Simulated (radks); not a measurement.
Question: These are the eigenvalues of the occupied orbitals of an atom or ion with whole-number occupations (eV). Method: Dirac Kohn-Sham, PBE, spin-unpolarised, spherical densities, point nucleus; computed with a radial shooting solver on a logarithmic mesh with Libxc functionals.

| orbital | eigenvalue |
|---|---|
| 1s1/2 | -57321.82 |
| 2s1/2 | -9635.334 |
| 2p1/2 | -9177.080 |
| 2p3/2 | -8260.196 |
| 3s1/2 | -2169.923 |
| 3p1/2 | -1969.050 |
| 3p3/2 | -1776.501 |
| 3d3/2 | -1433.325 |
| 3d5/2 | -1391.257 |
| 4s1/2 | -439.1584 |
| 4p1/2 | -358.8795 |
| 4p3/2 | -315.4345 |
| 4d3/2 | -183.3572 |
| 4d5/2 | -175.4398 |
| 5s1/2 | -62.3379 |
| 5p1/2 | -40.2408 |
| 5p3/2 | -34.5586 |
| 4f5/2 | -16.4524 |
| 4f7/2 | -15.3029 |
| 6s1/2 | -9.7594 |
| 5d3/2 | -8.2692 |

Which element is it, and in what charge state? The configuration may be excited. Open shells, if any, fill j = l - 1/2 first.

Answer: Z = 68, erbium, charge +1: Er+ in [Xe] 4f11 5d1 6s1. The list shows which subshells hold electrons but not how many an open one holds; the 1s level, -2106.5 hartree, gives Z - s = 64.9 by -(Z - s)^2/2, which with screening and relativity narrows Z to a few neighbours, and the depths of the outer levels then fix element, charge and occupations together.
